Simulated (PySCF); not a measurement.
boron monoxide dimer (B$_{2}$O$_{2}$), singlet, at a GFN2-xTB geometry; PySCF with CCSD(T)/cc-pVDZ.

Here is a job for PySCF.
```python
from pyscf import gto, scf, cc

mol = gto.Mole()
mol.atom = '''
    O    -0.000000   -0.000000   -1.997373
    B    -0.000000   -0.000000   -0.809405
    B     0.000000    0.000000    0.809405
    O     0.000000    0.000000    1.997373
'''
mol.basis = 'cc-pvdz'
mol.charge = 0
mol.spin = 0
mol.verbose = 4
mol.build()

mf = scf.RHF(mol)
mf.kernel()

mycc = cc.CCSD(mf)
mycc.kernel()
et = mycc.ccsd_t()
print('E(CCSD(T)) = %.10f' % (mycc.e_tot + et))
```

Task: Predict the main parts of the log of this PySCF run.

Result: 
```
PySCF version 2.14.0

[INPUT] verbose = 4
[INPUT] num. atoms = 4
[INPUT] num. electrons = 26
[INPUT] charge = 0
[INPUT] spin (= nelec alpha-beta = 2S) = 0
[INPUT] symmetry False subgroup None
[INPUT] Mole.unit = angstrom
[INPUT] Symbol           X                Y                Z      unit          X                Y                Z       unit  Magmom
[INPUT]  1 O      0.000000000000   0.000000000000  -1.997373000000 AA    0.000000000000   0.000000000000  -3.774487938601 Bohr   0.0
[INPUT]  2 B      0.000000000000   0.000000000000  -0.809405000000 AA    0.000000000000   0.000000000000  -1.529553773854 Bohr   0.0
[INPUT]  3 B      0.000000000000   0.000000000000   0.809405000000 AA    0.000000000000   0.000000000000   1.529553773854 Bohr   0.0
[INPUT]  4 O      0.000000000000   0.000000000000   1.997373000000 AA    0.000000000000   0.000000000000   3.774487938601 Bohr   0.0

nuclear repulsion = 67.3689158433995
number of shells = 20
number of NR pGTOs = 104
number of NR cGTOs = 56
basis = cc-pvdz
ecp = {}

******** <class 'pyscf.scf.hf.RHF'> ********
method = RHF
initial guess = minao
damping factor = 0
level_shift factor = 0
DIIS = <class 'pyscf.scf.diis.CDIIS'>
diis_start_cycle = 1
diis_space = 8
diis_damp = 0
SCF conv_tol = 1e-09
SCF conv_tol_grad = None
SCF max_cycles = 50
direct_scf = True
direct_scf_tol = 1e-13
Set gradient conv threshold to 3.16228e-05
Initial guess from minao.
init E= -199.615851624253
  HOMO = -0.522834320654419  LUMO = -0.0127596336565877  gap/eV = 13.87984
cycle= 1 E= -198.951351169967  delta_E= 0.665  |g|= 0.991  |ddm|= 2.09
  HOMO = -0.454371026176368  LUMO = -0.00593111723227011  gap/eV = 12.20267
cycle= 2 E= -198.996570516294  delta_E= -0.0452  |g|= 1.02  |ddm|= 1.66
  HOMO = -0.547462459071572  LUMO = 0.0296707726891761  gap/eV = 15.70460
cycle= 3 E= -199.199364294455  delta_E= -0.203  |g|= 0.0553  |ddm|= 1.05
  HOMO = -0.53784253710735  LUMO = 0.0508381142339966  gap/eV = 16.01882
cycle= 4 E= -199.200869791465  delta_E= -0.00151  |g|= 0.0158  |ddm|= 0.141
  HOMO = -0.539423390214462  LUMO = 0.0485799292420509  gap/eV = 16.00039
cycle= 5 E= -199.200992142628  delta_E= -0.000122  |g|= 0.00481  |ddm|= 0.0476
  HOMO = -0.539167412746523  LUMO = 0.0485691257493796  gap/eV = 15.99313
cycle= 6 E= -199.201002443338  delta_E= -1.03e-05  |g|= 0.000918  |ddm|= 0.0152
  HOMO = -0.539267055106652  LUMO = 0.0486994537809717  gap/eV = 15.99938
cycle= 7 E= -199.201002751824  delta_E= -3.08e-07  |g|= 0.000144  |ddm|= 0.00205
  HOMO = -0.53924794343963  LUMO = 0.0487217329278532  gap/eV = 15.99947
cycle= 8 E= -199.201002759253  delta_E= -7.43e-09  |g|= 2.01e-05  |ddm|= 0.000238
  HOMO = -0.539251386911129  LUMO = 0.0487190196269929  gap/eV = 15.99949
cycle= 9 E= -199.20100275947  delta_E= -2.16e-10  |g|= 1.63e-06  |ddm|= 3.75e-05
  HOMO = -0.539251471270598  LUMO = 0.0487190513689902  gap/eV = 15.99949
Extra cycle  E= -199.201002759471  delta_E= -1.14e-12  |g|= 4.81e-07  |ddm|= 2.39e-06
converged SCF energy = -199.201002759471

******** <class 'pyscf.cc.ccsd.CCSD'> ********
CC2 = 0
CCSD nocc = 13, nmo = 56
max_cycle = 50
direct = 0
conv_tol = 1e-07
conv_tol_normt = 1e-05
diis_space = 6
diis_start_cycle = 0
diis_start_energy_diff = 1e+09
Init t2, MP2 energy = -199.728613853967  E_corr(MP2) -0.527611094496348
Init E_corr(CCSD) = -0.52761109449645
cycle = 1  E_corr(CCSD) = -0.50602583776241  dE = 0.0215852567  norm(t1,t2) = 0.0963294
cycle = 2  E_corr(CCSD) = -0.529643759716763  dE = -0.023617922  norm(t1,t2) = 0.0367703
cycle = 3  E_corr(CCSD) = -0.52745934792482  dE = 0.00218441179  norm(t1,t2) = 0.0235137
cycle = 4  E_corr(CCSD) = -0.530153172197758  dE = -0.00269382427  norm(t1,t2) = 0.00743247
cycle = 5  E_corr(CCSD) = -0.530444212845784  dE = -0.000291040648  norm(t1,t2) = 0.00142011
cycle = 6  E_corr(CCSD) = -0.5304069338773  dE = 3.72789685e-05  norm(t1,t2) = 0.000513514
cycle = 7  E_corr(CCSD) = -0.530359986275092  dE = 4.69476022e-05  norm(t1,t2) = 0.000132838
cycle = 8  E_corr(CCSD) = -0.530366956674068  dE = -6.97039898e-06  norm(t1,t2) = 4.85699e-05
cycle = 9  E_corr(CCSD) = -0.53036802437121  dE = -1.06769714e-06  norm(t1,t2) = 2.1268e-05
cycle = 10  E_corr(CCSD) = -0.530366093434048  dE = 1.93093716e-06  norm(t1,t2) = 5.82344e-06
cycle = 11  E_corr(CCSD) = -0.530366102314928  dE = -8.88088025e-09  norm(t1,t2) = 1.33235e-06
CCSD converged
E(CCSD) = -199.7313688617857  E_corr = -0.5303661023149284
CCSD(T) correction = -0.0198146508641553
E(CCSD(T)) = -199.7511835126
```
